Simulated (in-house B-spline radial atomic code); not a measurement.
**Binding energies in Pd+**

NIST's tabulated ground configuration is [Kr] 4d9; each binding energy is the energy of the ion with one electron taken from that subshell, relaxed, less that of the parent. Computed with a radial B-spline atomic code at the basis-set limit: Dirac-Kohn-Sham LDA VWN5, spherical fractional occupations, Fermi nucleus of rms radius 4.5318 fm. Energies include first-order Breit, QED and recoil terms.

```json
{"subshell": "1s", "X-ray name": "K", "binding energy (eV)": "24370.3", "-ε (eV)": "24132.4", "relaxation (eV)": "-302.3"}
{"subshell": "2s", "X-ray name": "L1", "binding energy (eV)": "3577.4", "-ε (eV)": "3533.2", "relaxation (eV)": "-51.3"}
{"subshell": "2p1/2", "X-ray name": "L2", "binding energy (eV)": "3337.5", "-ε (eV)": "3280.2", "relaxation (eV)": "-64.1"}
{"subshell": "2p3/2", "X-ray name": "L3", "binding energy (eV)": "3177.2", "-ε (eV)": "3121.0", "relaxation (eV)": "-60.8"}
{"subshell": "3s", "X-ray name": "M1", "binding energy (eV)": "661.7", "-ε (eV)": "645.9", "relaxation (eV)": "-16.9"}
{"subshell": "3p1/2", "X-ray name": "M2", "binding energy (eV)": "562.3", "-ε (eV)": "545.9", "relaxation (eV)": "-17.3"}
{"subshell": "3p3/2", "X-ray name": "M3", "binding energy (eV)": "534.4", "-ε (eV)": "518.2", "relaxation (eV)": "-16.8"}
{"subshell": "3d3/2", "X-ray name": "M4", "binding energy (eV)": "358.5", "-ε (eV)": "340.4", "relaxation (eV)": "-18.3"}
{"subshell": "3d5/2", "X-ray name": "M5", "binding energy (eV)": "352.9", "-ε (eV)": "334.9", "relaxation (eV)": "-18.1"}
{"subshell": "4s", "X-ray name": "N1", "binding energy (eV)": "104.2", "-ε (eV)": "96.7", "relaxation (eV)": "-7.7"}
{"subshell": "4p1/2", "X-ray name": "N2", "binding energy (eV)": "72.99", "-ε (eV)": "65.72", "relaxation (eV)": "-7.40"}
{"subshell": "4p3/2", "X-ray name": "N3", "binding energy (eV)": "68.42", "-ε (eV)": "61.20", "relaxation (eV)": "-7.29"}
{"subshell": "4d", "X-ray name": "N4,5", "binding energy (eV)": "21.09", "-ε (eV)": "14.89", "relaxation (eV)": "-6.20"}
```

Relaxation = -ε minus the binding energy without Breit, QED and recoil terms. With a density functional, K lines can miss by some tenths of a per cent, more in light atoms. For a density functional the relaxation so defined is negative, because -ε of a Kohn-Sham level is smaller than the binding energy.

Emission lines follow as differences of binding energies, with λ = 12398.42 eV·Å / E:

| line | holes | energy (eV) | wavelength (Å) |
| --- | --- | --- | --- |
| K-L3 | 1s → 2p3/2 | 21193.1 | 0.58502 |
| K-L2 | 1s → 2p1/2 | 21032.8 | 0.58948 |
| K-M3 | 1s → 3p3/2 | 23835.9 | 0.52016 |
| L3-M5 | 2p3/2 → 3d5/2 | 2824.3 | 4.3899 |
| L2-M4 | 2p1/2 → 3d3/2 | 2979.0 | 4.1619 |
| L1-M3 | 2s → 3p3/2 | 3043.0 | 4.0744 |
| L3-M1 | 2p3/2 → 3s | 2515.5 | 4.9288 |

(1) What screening constant σ does Moseley's law, E = (3/4)·13.6057 eV·(Z - σ)², need for K-L3?

Moseley's non-relativistic formula needs a falling, then negative, screening constant for heavy elements, because relativity binds the 1s electron more strongly than the formula allows.

(2) What does it cost to remove both a 1s and a 2s electron?

(3) What does it cost to remove two 2p1/2 electrons?

(4) What does it cost to remove both a 2p1/2 and a 4p1/2 electron?

## Answers

(1) σ = 0.43.

(2) 28112 eV, which is 163.9 eV more than the two single binding energies together.

(3) 6806.4 eV, which is 131.4 eV more than the two single binding energies together.

(4) 3429.1 eV, which is 18.64 eV more than the two single binding energies together.
